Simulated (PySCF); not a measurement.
A species of formula C3H5ClGe has this rotational fingerprint, computed with PySCF 2.14.0, PBE0-D3(BJ)/def2-SVP geometry optimisation, gas phase:

| Property | Result |
| --- | --- |
| Rotational constants | A = 5995, B = 1774, C = 1738 MHz |
| Dipole components | \|μa\| = 2.24 D, \|μb\| = 0.19 D, \|μc\| = 0.56 D |
| Inertial defect | -78.35 u·Å² |
| κ | -0.98 |

**Question.** Which candidate fits, each taken in the one conformer that was computed?
A. `CC#[C][GeH2][Cl]`
B. `[Cl][Ge@@H]1[CH]=C[CH2]1`

**Answer.** B. It is [Cl][Ge@@H]1[CH]=C[CH2]1. The candidates at the same level (rigid rotor, commonest isotopes):

```
                  SMILES  A (MHz)  B (MHz)  C (MHz)  μa (D)  μb (D)  μc (D)  Δ (u·Å²)  point group                        rotor
        CC#[C][GeH2][Cl]     5429     1101    931.8    2.68    1.09    0.01     -9.76            –  near-prolate asymmetric top
[Cl][Ge@@H]1[CH]=C[CH2]1     5995     1774     1738    2.24    0.19    0.56    -78.35            –                            –
```

`CC#[C][GeH2][Cl]` has C 46 % too low. No structure here is proved a minimum.
